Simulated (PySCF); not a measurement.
Simulated absorption spectrum

Species: C₂H₁₀FNSi₂.
Numbering: `[CH3:1][NH:2][Si@H:3]([CH3:4])[SiH2:5][F:6]` (hydrogens: H7, H8, H9 on C1; H10 on N2; H11 on Si3; H12, H13, H14 on C4; H15, H16 on Si5)

Computed with PySCF, TDDFT CAM-B3LYP/def2-SVPD, vertical, gas phase, core orbitals frozen in the response. One conformer (not necessarily the lowest) at the GFN2-xTB geometry, without solvent, vibrations or thermal averaging. Torsions of this conformer, `[CH3:1][NH:2][Si@H:3]([CH3:4])[SiH2:5][F:6]`: C1–N2–Si3–C4 177°, N2–Si3–Si5–F6 179°.

Computed states:

```json
{"state": "S1", "E (eV)": "5.27", "f": "0.0014"}
{"state": "S2", "E (eV)": "6.19", "f": "0.011"}
{"state": "S3", "E (eV)": "6.41", "f": "0.023"}
{"state": "S4", "E (eV)": "6.71", "f": "0.024"}
{"state": "S5", "E (eV)": "7.19", "f": "0.0096"}
{"state": "S6", "E (eV)": "7.34", "f": "0.035"}
{"state": "S7", "E (eV)": "7.40", "f": "0.010"}
{"state": "S8", "E (eV)": "7.64", "f": "0.082"}
```

Broadening: Gaussians 0.3 eV wide at half height, area fixed by f = 4.319×10⁻⁹ ∫ε dν̃. The width is an assumption, not a result. The curve ends short of the highest state used, and states not computed would add to its high-energy end.

Task: Give the broadened spectrum and its maxima.

Result: 
```
E (eV)  ε (L mol⁻¹ cm⁻¹)
  4.82                 0
  4.90                 2
  4.97                 8
  5.05                29
  5.13                70
  5.20               110
  5.28               128
  5.36               100
  5.43                59
  5.51                22
  5.59                 6
  5.66                 1
  5.74                 2
  5.82                15
  5.89                63
  5.97               227
  6.05               571
  6.12               987
  6.20              1488
  6.28              1980
  6.35              2329
  6.43              2409
  6.51              2196
  6.58              2132
  6.66              2278
  6.74              2149
  6.81              1595
  6.89               851
  6.97               514
  7.04               730
```

Maxima: 235 nm (5.27 eV), ε about 130, made up of S1 (100%); 194 nm (6.41 eV), ε about 2400, made up of S3 (86%); 186 nm (6.68 eV), ε about 2300, made up of S4 (91%) (ε in L mol⁻¹ cm⁻¹; maxima over ε = 5, shares over 10%). At its high-energy end, 7.04 eV, the curve is still rising (ε about 730, from S5 and S6).

Task: Coming from long wavelengths, where does ε first pass 100 L mol⁻¹ cm⁻¹?

Result: At about 239 nm (5.18 eV), 0.09 eV below S1.

Task: On this curve, what absorbance would a 10⁻⁴ mol/L sample give at 248 nm over a 1 cm path?

Result: 248 nm is 4.999 eV, where ε is about 13 L mol⁻¹ cm⁻¹, so A = ε c l ≈ 0.0013 (Beer–Lambert, with the gas-phase spectrum and the assumed width).

Task: What would ε be at 6.41 eV, the highest of these maxima, with half the width (0.15 eV)?

Result: About 4180 L mol⁻¹ cm⁻¹ against 2430, a factor of about 1.7; a lone state at its own centre would give exactly 2.

Without π bonds the low states are Rydberg-like; a valence basis with one diffuse set may place them up to an eV too high.
